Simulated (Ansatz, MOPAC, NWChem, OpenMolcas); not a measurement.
**How methods differ on CsI (SMILES [I][Cs])**

CsI has 2 atoms, charge 0, and is taken as a singlet. As SMILES, `[I][Cs]`. The bond length is the measured one.

```xyz
2

I     0.0000    0.0000    0.0000
Cs    0.0000    0.0000    3.3152
```

Quantity: the HOMO–LUMO gap, in eV. The values are calculated.

| level | kind | program | value (eV) | CPU time |
| --- | --- | --- | --- | --- |
| PM6 | semi-empirical | MOPAC | 7.36 | under 2 s |
| HF/def2-TZVP (core potential) | Hartree–Fock | Ansatz | 7.37 | 2 s |
| SVWN5/def2-TZVP (core potential) | LDA | Ansatz | 2.81 | 4.1 s |
| revPBE/def2-TZVP (core potential) | GGA | NWChem | 2.56 | 11 s |
| r2SCAN/def2-TZVP (core potential) | meta-GGA | NWChem | 3.50 | 13 s |
| TPSSh/def2-TZVP (core potential) | hybrid meta-GGA | OpenMolcas | 3.40 | 16 s |
| CAM-B3LYP/def2-TZVP (core potential) | range-separated hybrid | Ansatz | 5.65 | 8.8 s |
| HSE06/def2-TZVP (core potential) | range-separated hybrid | Ansatz | 3.46 | 8 s |
| PBE-QIDH/def2-TZVP (core potential) | double hybrid | Ansatz | 6.34 | 10 s |

The values span 2.56 to 7.37 eV. Orbital gaps aren't excitation energies, and those of double hybrids come from the SCF part alone; they tend to grow with the share of exact exchange. CPU times are rough (shared hosts, several kinds of processor): they show what a rung costs within a factor of a few.
